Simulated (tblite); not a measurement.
Start geometry of `C=CCC1=C[C@H](C)[SiH2]CO1` from a force field or distance geometry (Å):
```
atom  x, y, z in Å
C1     3.753   -0.144    0.659
C2     2.907    0.339   -0.294
C3     1.903   -0.616   -0.790
C4     0.527   -0.010   -0.513
C5    -0.269   -0.712    0.266
C6    -1.642   -0.372    0.693
C7    -2.559   -1.562    0.653
Si8   -2.262    1.016   -0.363
C9    -0.694    2.037   -0.597
O10    0.283    1.201   -1.086
H11    3.615   -1.178    0.985
H12    4.523    0.501    1.087
H13    3.010    1.357   -0.616
H14    2.016   -0.709   -1.898
H15    2.033   -1.578   -0.310
H16    0.115   -1.663    0.640
H17   -1.579    0.018    1.738
H18   -2.076   -2.398    0.114
H19   -2.702   -1.870    1.724
H20   -3.554   -1.305    0.216
H21   -2.724    0.562   -1.698
H22   -3.323    1.774    0.309
H23   -0.420    2.474    0.404
H24   -0.893    2.857   -1.315
```

Question: What comes out of this run: GFN2-xTB geometry optimisation, gas phase (tblite 0.8.0)?

Answer: 
```
atom  x, y, z in Å
C1     3.8255   -0.1626    0.7363
C2     2.9596    0.2835   -0.1529
C3     1.9168   -0.5597   -0.8207
C4     0.5370   -0.0348   -0.4884
C5    -0.2934   -0.6953    0.3140
C6    -1.6993   -0.3291    0.7086
C7    -2.5802   -1.5792    0.7330
Si8   -2.3426    1.0300   -0.4576
C9    -0.7188    2.0003   -0.6908
O10    0.3321    1.1539   -1.1294
H11    3.8477   -1.1973    1.0377
H12    4.5547    0.4826    1.1961
H13    2.9493    1.3266   -0.4394
H14    2.0484   -0.4904   -1.9041
H15    2.0079   -1.6004   -0.5117
H16    0.0670   -1.6270    0.7282
H17   -1.6674    0.0646    1.7352
H18   -2.6368   -2.0248   -0.2576
H19   -2.1782   -2.3239    1.4189
H20   -3.5893   -1.3266    1.0515
H21   -2.7816    0.4840   -1.7439
H22   -3.3663    1.8820    0.1512
H23   -0.4182    2.4865    0.2469
H24   -0.7858    2.7768   -1.4534
```

The energy falls by 0.701 eV over 84 L-BFGS steps, the largest force on an atom goes from 3.63 to 0.009 eV/Å, and the atoms move by 0.309 Å rms after alignment. The bond that changes most is C6–Si8 (sp3 carbon bound to silicon to SiH2 silicon), which lengthens by 0.051 Å. Bonds longer at the end by more than 0.005 Å: 9 of 24; shorter: 13. Among the angles that change most is C3–C2–H13, from 125.5° to 114.7°. Among the dihedrals that turn most is C5–C6–C7–H18, from -12° to -62°. Rotational constants go from 2077, 705.1, 573.8 to 2034, 677.1, 553.1 MHz. The orientation of the end geometry is arbitrary; only internal coordinates are fixed.

Its GFN2-xTB frequencies are all real (lowest 31 cm⁻¹). The numbers are those of one conformer.

All values are computed, not measured.
